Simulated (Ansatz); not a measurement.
Harmonic frequencies (cm⁻¹) at PBE0-D4/def2-TZVP from Ansatz: 85, 98, 134, 197, 239, 291, 376, 490, 508, 538, 562, 606, 633, 685, 799, 863, 908, 1256, 1344, 1450, 1453, 2106, 2191, 2226, 3066, 3156, 3175.

Problem. Which molecule is it?
A. `[CH3][GeH]1[SiH2][B]1F`
B. `C=C(N)N`
C. `[F][Ge]1([SiH3])[BH][CH2]1`
D. `[F][GeH]1[CH2][B]1[SiH3]`

Solution. A.
